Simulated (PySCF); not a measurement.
## Continuum solvent and chemical shifts

Atoms are numbered as in `[CH3:1][C@@H:2]1[CH2:3][C:4]2([CH2:5][CH2:6]2)[C@@H:7]1[B:8]([OH:9])[OH:10]`; H(Xn) means a hydrogen on atom n. Ha(C3) is cis to C1 on the ring; Ha(C5), Ha(C6) are pro-R; Hb(C5), Hb(C6) are pro-S; Hb(C3) is trans to C1 on the ring.

GIAO PBE0/pcSseg-1 in PySCF on one PBE0-D3(BJ)/def2-SVP conformer, non-relativistic, equivalent nuclei averaged. Solvents enter as an IEF-PCM continuum (tetrahydrofuran with ε = 7.4, dichloromethane with ε = 8.9) around the gas-phase geometry. Shifts are referred to TMS, BF3·OEt2 computed in the same medium.

Gas phase, δ in ppm: C3 40.3, C7 31.4, C2 28.9, C1 21.9, C4 18.4, C5 14.4, C6 10.6, B8 30.9, H(O9)/H(O10) 3.50, Hb(C3) 2.49, H(C2) 2.05, Ha(C5) 1.96, H(C7) 1.95, Ha(C3) 1.20. Dipole moment 1.59 D.

(1) How does each δ change in the continuum?

(2) Which nuclei move most (in ppm), and what does the model miss?

Answers

(1) 
| atoms | environment | Δδ, tetrahydrofuran | Δδ, dichloromethane |
| --- | --- | --- | --- |
| C3 | sp3 CH2 in a ring | +0.2 | +0.2 |
| C7 | sp3 CH bonded to B | +0.6 | +0.7 |
| C2 | sp3 CH in a ring | +0.9 | +0.9 |
| C1 | methyl carbon | +0.5 | +0.5 |
| C4 | three-membered-ring carbon | +0.7 | +0.7 |
| C5 | three-membered-ring carbon | -0.2 | -0.2 |
| C6 | three-membered-ring carbon | -0.3 | -0.3 |
| B8 | boron bonded to C, 2 O | +0.7 | +0.7 |
| H(O9)/H(O10) | hydrogen on an oxygen bonded to B | +0.61 | +0.64 |
| Hb(C3) | hydrogen on an sp3 CH2 in a ring | +0.01 | +0.01 |
| H(C2) | hydrogen on an sp3 CH in a ring | +0.12 | +0.13 |
| Ha(C5) | hydrogen on a three-membered-ring carbon | -0.23 | -0.25 |
| H(C7) | hydrogen on an sp3 CH bonded to B | +0.14 | +0.15 |
| Ha(C3) | hydrogen on an sp3 CH2 in a ring | +0.01 | +0.01 |

Changes are relative to the gas phase. The dipole moment becomes 2.12 D in tetrahydrofuran, 2.15 D in dichloromethane.

(2) C2 (sp3 CH in a ring, +0.9 ppm) in dichloromethane. A continuum only polarises the solute; specific hydrogen bonds, the anisotropy of aromatic solvents and changes of geometry or conformer are outside it.
